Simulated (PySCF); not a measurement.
Be(Cl)(Me) (CH₃BeCl), SMILES [Cl][Be][CH3].

Geometry: r2SCAN-D4/def2-TZVP.

The numbers are results of M06-2X/def2-TZVPD (PySCF), not measurements.

Symmetry labels are those of the subgroup Cs that the program uses (full group C3v).

Problem. List the valence orbital energies around the gap with their symmetry. (Estimate from the structure and the level; the computed values follow.)

Solution. 
```
orbital  symmetry  energy (eV)
-------  --------  -----------
HOMO−7         A'       -24.67
HOMO−6         A'       -20.94
HOMO−5         A'       -12.50
HOMO−4         A"       -12.49
HOMO−3         A'       -12.49
HOMO−2         A"       -10.77
HOMO−1         A'       -10.77
HOMO           A'       -10.21
LUMO           A'        -0.15
LUMO+1         A"         0.36
LUMO+2         A'         0.36
LUMO+3         A'         0.70
```
